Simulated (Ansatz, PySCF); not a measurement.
System: CHBrCl, charge 0, multiplicity 2. It need not be the lowest isomer of its formula. 
Structure (B3LYP-D3(BJ)/def2-TZVP (Ansatz, a first-principles code) minimum search):
SMILES: Cl[CH]Br
```xyz
4

Cl     1.9729     0.3383    -0.1836
C      0.4684     0.6037     0.5622
Br    -1.0522    -0.2931    -0.0531
H      0.4755     0.8828     1.6042
```
Charge 0, spin multiplicity 2.

Total electronic energies in hartree. Cores are frozen in the correlated levels unless marked. Open shells are spin-unrestricted. No spin-orbit coupling. The frozen core is the preceding noble-gas configuration, with the filled d and f shells of earlier blocks. Non-relativistic. Basis-set limits of correlation are two-point, X^-3; Hartree-Fock from the larger set. [CCSD(T)-MP2]/basis is that difference in the basis named.

| level | program | energy (Eh) |
|---|---|---|
| HF-D4/def2-TZVPD | PySCF + dftd4 | -3070.35124 |
| SVWN5/def2-TZVPD | Ansatz | -3067.64490 |
| BLYP-D4/def2-TZVPD | Ansatz + dftd4 | -3073.04551 |
| PBE0-D3(BJ)/def2-TZVPD | Ansatz + dftd3 | -3072.53719 |
| HSE06-D4/def2-TZVPD | Ansatz + dftd4 | -3072.53149 |
| RPA@PBE/def2-TZVPP | Ansatz | -3071.12299 |
| MP2/def2-TZVPP | Ansatz | -3070.82987 |
| CCSD(T)/6-31G | Ansatz | -3070.06127 |
| RI-MP2/CBS(def2-TZVPP,def2-QZVPP)+[CCSD(T)-MP2]/def2-TZVPP | Ansatz | -3071.0374 |

Totals of different functionals don't rank their quality; only differences between species are comparable.
